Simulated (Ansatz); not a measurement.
`CC(C)[NH][AlH][Cl]` + `C#N` → `N#[C][AlH][Cl]` + `CC(C)N`  (formal exchange of groups at the Al–N bond)

Computed with Ansatz on PBE0-D4/def2-TZVP structures; ΔE is electronic, products minus reactants. CBS: MP2 limit from def2 TZ/QZ plus the TZ coupled-cluster correction, frozen cores. This one scheme is used for every species. Functionals use def2-TZVPP. B3LYP here is the variant with VWN-RPA as its local correlation; programs differ in this. Each species was taken in one conformer, which may not be the lowest.

```json
{"level": "PBE-D4", "ΔE (kJ/mol)": "33.6", "difference from CCSD(T)/CBS": "0.7"}
{"level": "r2SCAN-D4", "ΔE (kJ/mol)": "33.8", "difference from CCSD(T)/CBS": "0.9"}
{"level": "PBE0-D4", "ΔE (kJ/mol)": "32.0", "difference from CCSD(T)/CBS": "-0.9"}
{"level": "B3LYP-D4", "ΔE (kJ/mol)": "35.5", "difference from CCSD(T)/CBS": "2.6"}
{"level": "ωB97X-V", "ΔE (kJ/mol)": "31.5", "difference from CCSD(T)/CBS": "-1.4"}
{"level": "ωB97M-V", "ΔE (kJ/mol)": "32.0", "difference from CCSD(T)/CBS": "-0.9"}
{"level": "B2PLYP", "ΔE (kJ/mol)": "31.4", "difference from CCSD(T)/CBS": "-1.5"}
{"level": "PBE", "ΔE (kJ/mol)": "29.5", "difference from CCSD(T)/CBS": "-3.4"}
{"level": "r2SCAN", "ΔE (kJ/mol)": "32.3", "difference from CCSD(T)/CBS": "-0.6"}
{"level": "PBE0", "ΔE (kJ/mol)": "28.1", "difference from CCSD(T)/CBS": "-4.8"}
{"level": "B3LYP", "ΔE (kJ/mol)": "29.1", "difference from CCSD(T)/CBS": "-3.8"}
{"level": "HF/def2-TZVPP", "ΔE (kJ/mol)": "22.6", "difference from CCSD(T)/CBS": "-10.3"}
{"level": "MP2/def2-TZVPP", "ΔE (kJ/mol)": "34.3", "difference from CCSD(T)/CBS": "1.4"}
{"level": "SCS-MP2/def2-TZVPP", "ΔE (kJ/mol)": "32.3", "difference from CCSD(T)/CBS": "-0.6"}
{"level": "CCSD/def2-TZVPP", "ΔE (kJ/mol)": "31.8", "difference from CCSD(T)/CBS": "-1.1"}
{"level": "CCSD(T)/def2-TZVPP", "ΔE (kJ/mol)": "32.9", "difference from CCSD(T)/CBS": "0.0"}
{"level": "HF/def2-QZVPP", "ΔE (kJ/mol)": "22.9", "difference from CCSD(T)/CBS": "-10.0"}
{"level": "MP2/def2-QZVPP", "ΔE (kJ/mol)": "34.4", "difference from CCSD(T)/CBS": "1.5"}
{"level": "SCS-MP2/def2-QZVPP", "ΔE (kJ/mol)": "32.4", "difference from CCSD(T)/CBS": "-0.5"}
{"level": "HF/CBS(def2)", "ΔE (kJ/mol)": "23.0", "difference from CCSD(T)/CBS": "-9.9"}
{"level": "MP2/CBS(def2)", "ΔE (kJ/mol)": "34.3", "difference from CCSD(T)/CBS": "1.4"}
{"level": "CCSD/CBS(def2)", "ΔE (kJ/mol)": "31.7", "difference from CCSD(T)/CBS": "-1.2"}
{"level": "CCSD(T)/CBS", "ΔE (kJ/mol)": "32.9", "difference from CCSD(T)/CBS": "0"}
```

Largest T1 diagnostic among the species: 0.014.

The D4 term adds +6.4 kJ/mol with B3LYP and +3.9 kJ/mol with PBE0; it sums over pairs of atoms, weighted by their polarisabilities, and B3LYP, whose exchange is more repulsive, gets the larger term. In def2-TZVPP, CCSD(T) changes the Hartree–Fock value by +10.4 kJ/mol (the triples alone add +1.1 kJ/mol) and MP2 by +11.7 kJ/mol.
